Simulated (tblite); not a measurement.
Compound: C₅H₇O₂S (doublet state).
Numbering: `[CH2:1]=[C:2][S:3](=[O:4])(=[O:5])[CH2:6][CH:7]=[CH2:8]` (hydrogens: H9, H10 on C1; H11, H12 on C6; H13 on C7; H14, H15 on C8)

The geometry is computed with GFN2-xTB (gas phase). This method treats the open shell by occupation alone, without spin polarisation.

Task: Give the optimised bond lengths and angles.

Result: 
```json
{"bond": "C1=C2", "length (Å)": "1.295", "order": "double"}
{"bond": "C2–S3", "length (Å)": "1.780", "order": "single"}
{"bond": "S3=O4, S3=O5", "length (Å)": "1.439", "order": "double"}
{"bond": "S3–C6", "length (Å)": "1.832", "order": "single"}
{"bond": "C6–C7", "length (Å)": "1.480", "order": "single"}
{"bond": "C7=C8", "length (Å)": "1.322", "order": "double"}
{"bond": "C1–H9", "length (Å)": "1.089", "order": "single"}
{"bond": "C1–H10", "length (Å)": "1.081", "order": "single"}
{"bond": "C6–H11, C6–H12", "length (Å)": "1.086", "order": "single"}
{"bond": "C7–H13", "length (Å)": "1.081", "order": "single"}
{"bond": "C8–H14", "length (Å)": "1.076", "order": "single"}
{"bond": "C8–H15", "length (Å)": "1.078", "order": "single"}
```

Bonds in one row agree within 0.01 Å and their mean is given. Orders are formal, as drawn. A selection of angles:
```json
{"angle": "C1–C2–S3", "degrees": "129.3"}
{"angle": "C2–S3–O4", "degrees": "108.6"}
{"angle": "C2–S3–O5", "degrees": "106.6"}
{"angle": "C2–S3–C6", "degrees": "103.6"}
{"angle": "O4–S3–O5", "degrees": "118.4"}
{"angle": "O4–S3–C6", "degrees": "109.2"}
{"angle": "S3–C6–C7", "degrees": "107.0"}
{"angle": "C6–C7–C8", "degrees": "123.9"}
```

Dihedral angles: C1–C2–S3–O4 -94° (anticlinal); C2–S3–C6–C7 -178° (antiperiplanar); S3–C6–C7–C8 106° (anticlinal). The mirror-image conformer, all signs reversed, is as good.

Of the pairs four or more bonds apart, H12···H15 is among the closest relative to their van der Waals radii: 2.46 Å, 102 % of the sum of Bondi's values. C7 (carbon bonded to 2 C and H) is planar (angles 123.9°, 121.0° and 115.0°, sum 359.9°, 0.02 Å off the plane of its three neighbours). S3 (sulfur bonded to 2 C and 2 O) is distorted tetrahedral (angles from 103.6° to 118.4°). C8 (carbon bonded to C and 2 H) is planar (angles 121.8°, 121.7° and 116.5°, sum 360.0°, 0.00 Å off the plane of its three neighbours). The 2 C–S bonds span 1.780 Å (C2–S3, drawn single) to 1.832 Å (S3–C6, drawn single), a spread of 0.052 Å. The C–C distances run from 1.295 Å (C1=C2, drawn double) to 1.480 Å (C6–C7, drawn single), a spread of 0.185 Å. C1 (carbon bonded to C and 2 H) is planar (angles 124.0°, 121.6° and 114.4°, sum 360.0°, 0.00 Å off the plane of its three neighbours).

Point group: C1 (no symmetry element, even within 0.4 Å). Its GFN2-xTB frequencies are all real (lowest 27 cm⁻¹).
